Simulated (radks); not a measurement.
The numbers below are computed, except where a source is named.
Spherical quantum dot in the effective-mass picture: electrons in a parabolic well V = omega^2 r^2 / 2 with omega = 1.15, all in effective atomic units (hartree* = m*/eps^2 hartree, bohr* = eps/m* bohr), one dielectric constant everywhere. Level of theory: non-relativistic Kohn-Sham, exchange-only LDA, spin-polarised, spherical densities (a radial shooting solver with Libxc functionals). Levels are named by radial order and angular momentum (1s, 1p, 1d, 2s, ...), and open shells are averaged over m. Results are scaled to m* = 0.098 and eps = 12.8, for which hartree* = 16.28 meV and bohr* = 6.912 nm. Each electron was tried in the lowest free levels, single moves between levels near the top were tried too, and the lowest total energy was kept; such a search can miss a lower state. At N = 1 the Hartree and exchange-correlation terms need not cancel, so that row can carry a self-interaction error.

N,open shells,2S,mu = E(N) - E(N-1) (meV),addition energy mu(N+1) - mu(N) (meV),e(HOMO) (meV),rms radius (nm)
1,"1s(up 1, down 0)",1,29.082,13.37,34.011,7.964
2,none,0,42.448,24.72,46.885,8.434
3,"1p(up 1, down 0)",1,67.170,8.142,71.196,9.485
4,"1p(up 2, down 0)",2,75.312,8.241,79.437,10.09
5,"1p(up 3, down 0)",3,83.554,11.00,87.656,10.54
6,"1p(up 3, down 1)",2,94.552,7.351,98.177,10.93
7,"1p(up 3, down 2)",1,101.90,7.494,105.65,11.26
8,none,0,109.40,20.35,113.14,11.56
9,"1d(up 1, down 0)",1,129.75,6.628,133.06,11.98
10,"1d(up 2, down 0)",2,136.38,6.611,139.69,12.35
11,"1d(up 3, down 0)",3,142.99,6.569,146.28,12.67
12,"1d(up 4, down 0)",4,149.56,6.514,152.82,12.96
13,"1d(up 5, down 0)",5,156.07,8.663,159.31,13.22
14,"1d(up 5, down 1)",4,164.73,6.111,167.79,13.48
15,"1d(up 5, down 2)",3,170.84,6.114,173.90,13.71
16,"1d(up 5, down 3)",2,176.96,6.091,180.01,13.93
17,"1d(up 5, down 4)",1,183.05,6.056,186.08,14.14
18,none,0,189.11,7.753,192.12,14.34
19,"2s(up 1, down 0)",1,196.86,6.944,199.92,14.54
20,none,0,203.80,14.16,206.82,14.73
21,"1f(up 1, down 0)",1,217.97,5.502,220.72,14.95
22,"1f(up 2, down 0)",2,223.47,5.476,226.21,15.16
23,"1f(up 3, down 0)",3,228.94,5.447,231.67,15.36
24,"1f(up 4, down 0)",4,234.39,5.416,237.10,15.55
25,"1f(up 5, down 0)",5,239.81,5.383,242.50,15.73
26,"1f(up 6, down 0)",6,245.19,5.350,247.87,15.91
27,"1f(up 7, down 0)",7,250.54,7.012,253.20,16.08
28,"1f(up 7, down 1)",6,257.55,5.167,260.14,16.24
29,"1f(up 7, down 2)",5,262.72,5.150,265.30,16.41
30,"1f(up 7, down 3)",4,267.87,5.129,270.44,16.56
31,"1f(up 7, down 4)",3,273.00,5.106,275.55,16.71
32,"1f(up 7, down 5)",2,278.10,5.081,280.65,16.86
33,"1f(up 7, down 6)",1,283.18,5.056,285.72,17.00
34,none,0,288.24,7.535,290.76,17.14
35,"2p(up 1, down 0)",1,295.77,5.076,298.31,17.28
36,"2p(up 2, down 0)",2,300.85,5.064,303.39,17.42
37,"2p(up 3, down 0)",3,305.91,5.944,308.44,17.55
38,"2p(up 3, down 1)",2,311.86,4.958,314.34,17.69
39,"2p(up 3, down 2)",1,316.82,4.950,319.29,17.81
40,none,0,321.77,10.31,324.24,17.94
41,"1g(up 1, down 0)",1,332.07,4.654,334.40,18.08
42,"1g(up 2, down 0)",2,336.73,4.636,339.05,18.21
43,"1g(up 3, down 0)",3,341.36,-,343.67,18.34

All shells are closed at N = 2, 8, 18, 20, 34, 40 (there: 1s2 1p6 1d10 2s2 1f14 2p6); the second difference of the energy has clear peaks (12 % above both neighbours; the first and last values, which can be the largest, are not judged, and half-filled shells can peak too) at N = 2, 5, 8, 13, 20, 27, 34, 37, 40.
